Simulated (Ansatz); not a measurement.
Reaction (cleavage of the Al–Si bond): `[AlH2][SiH2]Cl` + `[OH][GaH2]` → `[AlH2][O][GaH2]` + `[SiH3]Cl`

Gas-phase electronic energies from Ansatz, PBE0-D4/def2-TZVP geometries. CCSD(T)/CBS adds triple-zeta CCSD(T) − MP2 to the extrapolated MP2 energy (def2 sets, frozen cores). This one scheme is used for every species. Functionals use def2-TZVPP. B3LYP here is the variant with VWN-RPA as its local correlation; programs differ in this. For Ga outer-core shells are correlated without core-valence functions, which leaves a few kJ/mol of doubt a bond. Scalar relativity is left out up to krypton.

`[AlH2][SiH2]Cl`:

```xyz
7

Al    1.234   -0.280    0.683
Si   -0.958   -0.016   -0.393
Cl   -0.728    1.812   -1.377
H     2.417   -0.981   -0.107
H     1.484    0.348    2.118
H    -2.132    0.132    0.509
H    -1.318   -1.016   -1.433
```

`[OH][GaH2]`:

```xyz
5

O    -0.583    1.135    0.019
Ga    0.345   -0.378   -0.201
H    -1.167    1.128    0.779
H     0.114   -1.524    0.839
H     1.292   -0.361   -1.436
```

`[AlH2][O][GaH2]`:

Cartesian coordinates in Å:
```
Al -0.728 -1.484 0.360
O -0.007 -0.016 0.002
Ga 0.753 1.536 -0.373
H -0.244 -2.276 1.644
H -1.867 -2.026 -0.598
H 0.071 2.796 0.247
H 2.021 1.471 -1.282
```

`[SiH3]Cl`:

```xyz
5

Si   -0.123    0.037    0.009
Cl    1.838   -0.554   -0.140
H    -0.944   -0.832   -0.864
H    -0.223    1.449   -0.426
H    -0.549   -0.100    1.421
```

| level | ΔE (kJ/mol) | difference from CCSD(T)/CBS |
| --- | --- | --- |
| LDA (SPW92) | -135.3 | 19.8 |
| revPBE-D4 | -129.7 | 25.4 |
| BLYP-D4 | -151.6 | 3.5 |
| B97M-V | -157.4 | -2.3 |
| BHLYP-D4 | -166.1 | -11.0 |
| B2PLYP | -163.7 | -8.6 |
| revPBE | -129.1 | 26.0 |
| B3LYP | -157.5 | -2.4 |
| r2SCANh | -154.2 | 0.9 |
| r2SCAN0 | -155.4 | -0.3 |
| LC-ωPBE | -149.9 | 5.2 |
| RPA@PBE/def2-TZVPP | -156.5 | -1.4 |
| HF/def2-QZVPP | -178.5 | -23.4 |
| SCS-MP2/def2-QZVPP | -169.2 | -14.1 |
| HF/CBS(def2) | -178.7 | -23.6 |
| CCSD/CBS(def2) | -157.5 | -2.4 |
| CCSD(T)/CBS | -155.1 | 0 |

Largest T1 diagnostic among the species: 0.015.

From PBE to PBE0 (25 % exact exchange), in def2-TZVPP and without D4, ΔE moves by −7.4 kJ/mol. In def2-TZVPP, CCSD(T) changes the Hartree–Fock value by +18.4 kJ/mol (the triples alone add +2.4 kJ/mol) and MP2 by +8.4 kJ/mol.
